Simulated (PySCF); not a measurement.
Excitations are Tamm–Dancoff values on a coarser integration grid. The basis has no diffuse functions, so Rydberg states are missing or too high.

# [In(H)3(CH3CN)] (charge 0, multiplicity 1)

Computed with PBE0-D4/def2-TZVP // PBE0-D4/def2-SVP (PySCF).

```json
{
 "HOMO": "-7.12 eV",
 "dipole_moment": "7.24 D",
 "HOMO–LUMO gap": "6.77 eV",
 "LUMO": "-0.35 eV",
 "S1 excitation (TDA)": "5.79 eV",
 "S1 oscillator strength": "0.000",
 "brightest of the four lowest singlets (TDA)": "5.96 eV",
 "vertical ionisation energy (Delta-SCF)": "9.27 eV",
 "charge on the central atom (Mulliken)": "0.31 e",
 "total_energy": "-324.5512 Ha",
 "cost": "roughly 100 core-seconds"
}
```

Bonded distances (Å): In1–H2 1.740, In1–H3 1.740, In1–H4 1.740, In1–N7 2.428, C5–C6 1.448, C5–H8 1.099, C5–H9 1.099, C5–H10 1.099, C6–N7 1.153. Bond angles (°): H2–In1–H3 119.1, H2–In1–H4 119.0, H2–In1–N7 95.6, H3–In1–H4 119.0, H3–In1–N7 95.6, H4–In1–N7 95.6, C6–C5–H8 109.9, C6–C5–H9 109.9, C6–C5–H10 109.9, H8–C5–H9 109.1, H8–C5–H10 109.1, H9–C5–H10 109.1, C5–C6–N7 180.0, In1–N7–C6 180.0.
Charge 0, spin multiplicity 1.
